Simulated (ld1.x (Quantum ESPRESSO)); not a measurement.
**What one change does to a pseudopotential (cadmium, TM)**

Cd (Z = 48), norm-conserving Troullier–Martins (Kleinman–Bylander form), made with ld1.x (Quantum ESPRESSO) 7.5 (PBE, fully relativistic). Core [Kr], reference 4d10 5s2 5p0. Waves: 5p (bound, empty): rc 3.10 bohr; 4d (bound): rc 1.60 bohr; 5s (bound): rc 1.80 bohr. Local part: the s channel. Core correction: Bessel-smoothed model core inside 1.30 bohr.

Open shells are filled in proportion to 2j + 1 (rel_dist='average').

Change: all radii but the core radius scaled by about 0.84 (s 1.52, p 2.62, d 1.34 bohr).

Cutoffs: the cutoffs (Ry, on a coarse ladder) from which the occupation-weighted sum of valence levels, in a spherical-Bessel basis at the reference potential, stays within 10 and 1 mRy of its value at 400 Ry; they do not see the model core or the augmentation charge, which bear on the density cutoff. Errors are all-electron minus pseudo energies relative to the spin-unpolarised reference configuration.

Q: How do hardness, ghosts and transferability respond?

A: The potential gets harder (70 Ry and 110 Ry → 90 Ry and 140 Ry); a bound ghost appears in p, which as a rule spoils a file; of the 7 tests that both files solve, the error grows in 2 and shrinks in 2 by more than 15 % and 0.3 meV (median size 3.4 → 10.3 meV). A smaller radius makes the pseudo-wave follow the all-electron one further in, where it bends more sharply, so more plane waves are needed.

```csv
quantity,base,changed
"cutoff, loose",70 Ry,90 Ry
"cutoff, tight",110 Ry,140 Ry
loose cutoff by channel (10 mRy a level),"d 60 Ry, s 18 Ry","d 70 Ry, s 35 Ry"
bound ghosts,none,p1/2
"error for 4d10 5s1 5p0, meV [ΔE 9.27 eV]",-3.4,+2.9
"error for 4d10 5s0 5p0, meV [ΔE 26.40 eV]",-28,-17
"error for 4d9 5s0 5p0, meV [ΔE 64.41 eV]",-230,-244
"error for 4d10 5s1.5 5p0, meV [ΔE 3.71 eV]",-0.6,+1.0
"error for 4d10 5s0 5p2, meV [ΔE 9.66 eV]",-0.2,-10
"error for 4d10 5s1 5p1, meV [ΔE 4.66 eV]",0.0,+0.1
"error for 4d9 5s2 5p0, meV [ΔE 17.98 eV]",-126,+76
```

 A true bound ghost makes a file unfit for plane-wave use even where its test errors are small: the radial tests pick states by their node count and pass the ghost by.
